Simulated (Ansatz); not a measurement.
Sn(CF3)4 (SnC4F12) was relaxed with r2SCAN-D4 (def2-SVP) in Ansatz in these states: charge +1 doublet, neutral singlet. The geometries follow in no particular order.

In the def2 sets Sn takes a core potential; there is no spin–orbit coupling.

A:

```xyz
17

Sn   -0.0270   -0.6157   -0.0556
C    -2.2653   -0.5778   -0.3131
F    -2.7136    0.4649    0.3840
F    -2.7935   -1.6936    0.1586
F    -2.5756   -0.4282   -1.5897
C     1.3169   -0.5880   -1.8674
F     1.1202   -1.6706   -2.5981
F     2.5804   -0.5158   -1.4849
F     0.9958    0.4980   -2.5676
C     0.8327   -0.8880    2.0099
F    -0.1069   -0.6276    2.9070
F     1.8319   -0.0193    2.1420
F     1.2811   -2.1212    2.1624
C     0.1170    1.9627    0.1577
F    -0.6848    2.4024   -0.7595
F     1.3684    2.2241   -0.0554
F    -0.2776    2.1937    1.3698
```

B:

Cartesian coordinates in Å:
```
Sn 0.000 0.000 -0.001
C -1.743 -0.462 1.270
F -1.365 -0.708 2.534
F -2.396 -1.544 0.818
F -2.610 0.563 1.291
C -0.689 0.681 -1.983
F -1.566 -0.185 -2.513
F 0.341 0.798 -2.837
F -1.290 1.878 -1.898
C 1.236 -1.814 -0.232
F 1.523 -2.355 0.962
F 2.395 -1.533 -0.846
F 0.597 -2.742 -0.962
C 1.196 1.594 0.944
F 0.427 2.648 1.263
F 2.163 2.025 0.119
F 1.781 1.156 2.070
```

Judge from the bond lengths which geometry belongs to which state (an estimate).

A is the charge +1 doublet (Sn1–C14 2.591 Å, Sn1–C6 2.256 Å, Sn1–C10 2.254 Å); B is the neutral singlet (Sn1–C14 2.206 Å, Sn1–C6 2.206 Å, Sn1–C10 2.206 Å).
